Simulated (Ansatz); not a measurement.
Diatomic LiBe-, multiplicity 3 (an upper state: multiplicity 1 came lower at CCSD(T)/def2-TZVPP on PBE0 minima).

The constants come from a fifth-degree fit in 1/R (seven points, main isotopes). In def2 and cc sets the state is the lowest found near the PBE0 minimum, followed along R.

Correlated levels freeze the inner cores; with def2 sets outer-core shells near the valence are correlated too.

The values were computed with Ansatz (Gaussian basis) for Hartree–Fock, density functionals and correlated methods. Each number belongs to the level named beside it.

Task: What bond length and harmonic frequency does wB97X-V/def2-TZVPP give?

Result: r_e = 2.666 Å, ω_e = 316 cm⁻¹.

Task: What bond length and harmonic frequency does CCSD/def2-TZVPP give?

Result: r_e = 2.688 Å, ω_e = 299 cm⁻¹.

Task: What bond length and harmonic frequency does CCSD(T)/def2-TZVPP give?

Result: r_e = 2.685 Å, ω_e = 300 cm⁻¹.

Ansatz is a first-principles code.
